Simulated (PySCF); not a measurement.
C₂H₄BFO₂, SMILES FB1COCO1.

The structure is a stationary point at PBE0-D3(BJ)/def2-SVP. The structure was generated by enumeration, and PubChem lists no compound with its InChIKey, so it may never have been made. The values are those of a single conformer.

All values below come from PySCF 2.14.0 with TDA-PBE0/def2-SVPD.

Vertical excitations. 

Computed UV-visible absorptions:
| state | energy (eV) | λ (nm) | f | main pairs |
|---|---|---|---|---|
| S1 | 7.00 | 177 | 0.023 | HOMO→LUMO 54 %, HOMO→LUMO+1 45 % |
| S2 | 7.12 | 174 | 0.028 | HOMO→LUMO+1 53 %, HOMO→LUMO 42 % |
| S3 | 7.70 | 161 | 0.001 | HOMO→LUMO+2 90 % |
| S4 | 8.17 | 152 | 0.024 | HOMO−1→LUMO+1 56 %, HOMO−1→LUMO 28 % |
| S5 | 8.24 | 150 | 0.001 | HOMO→LUMO+3 77 %, HOMO−1→LUMO+1 12 % |
| S6 | 8.42 | 147 | 0.014 | HOMO−1→LUMO 62 %, HOMO−1→LUMO+1 22 % |
| S7 | 8.51 | 146 | 0.038 | HOMO→LUMO+4 84 % |
| S8 | 8.68 | 143 | 0.006 | HOMO→LUMO+5 88 % |
| S9 | 9.07 | 137 | 0.009 | HOMO−3→LUMO+1 45 %, HOMO−2→LUMO+1 34 %, HOMO−2→LUMO 8 % |
| S10 | 9.10 | 136 | 0.019 | HOMO−1→LUMO+2 84 % |
| T1 | 6.64 | 187 | 0 | HOMO→LUMO+1 83 %, HOMO→LUMO 13 % |
| T2 | 6.92 | 179 | 0 | HOMO→LUMO 81 % |
| T3 | 7.32 | 169 | 0 | HOMO−1→LUMO+1 81 % |
| T4 | 7.39 | 168 | 0 | HOMO→LUMO+2 73 % |
Triplets are in the Tamm–Dancoff approximation.
